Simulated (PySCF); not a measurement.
HS (SMILES [SH]), doublet, geometry from GFN2-xTB. Base run: PySCF with HF/aug-cc-pVDZ.

Here is a job for PySCF.
```python
from pyscf import gto, scf

mol = gto.M(
    atom='''
S    -0.00000000   -0.00000000   -0.07826331
H     0.00000000    0.00000000    1.25221295
''',
    basis='aug-cc-pvdz',
    spin=1,
    verbose=5,
)

mf = scf.UHF(mol)
mf.kernel()
mf.analyze()
```

Variants of this job, named by their change:

```json
[
 {"change": "base", "ΔE vs base (mEh)": "0.000", "fitting functions": "-", "dipole (D)": "0.90"},
 {"change": "auxbasis = def2-svp-ri", "ΔE vs base (mEh)": "291.1", "fitting functions": "76", "dipole (D)": "0.85"},
 {"change": "auxbasis = cc-pvtz-jkfit", "ΔE vs base (mEh)": "0.004", "fitting functions": "151", "dipole (D)": "0.90"},
 {"change": "auxbasis = even-tempered beta=3.0", "ΔE vs base (mEh)": "-0.172", "fitting functions": "168", "dipole (D)": "0.90"},
 {"change": "auxbasis = autoaux", "ΔE vs base (mEh)": "0.013", "fitting functions": "231", "dipole (D)": "0.90"},
 {"change": "auxbasis = default (with mf = mf.density_fit())", "ΔE vs base (mEh)": "0.023", "fitting functions": "160", "dipole (D)": "0.90"},
 {"change": "auxbasis = def2-universal-jkfit", "ΔE vs base (mEh)": "0.009", "fitting functions": "146", "dipole (D)": "0.90"},
 {"change": "auxbasis = def2-universal-jfit", "ΔE vs base (mEh)": "2395.6", "fitting functions": "62", "dipole (D)": "0.85"},
 {"change": "auxbasis = cc-pvtz-ri", "ΔE vs base (mEh)": "2.091", "fitting functions": "152", "dipole (D)": "0.90"},
 {"change": "exchange = seminumerical (SGX) (with mf = sgx.sgx_fit(mf, auxbasis='def2-universal-jfit'); with mf.with_df.dfj = True)", "ΔE vs base (mEh)": "-0.146", "fitting functions": "62", "dipole (D)": "0.90"}
]
```

A fitting set is made for a task (jfit for Coulomb, jkfit for Coulomb and exchange, ri for correlation) and for a family of orbital bases.

Open shells are given as the SCF converged; they aren't shown to be the lowest states, and a large step between rows can be another state.
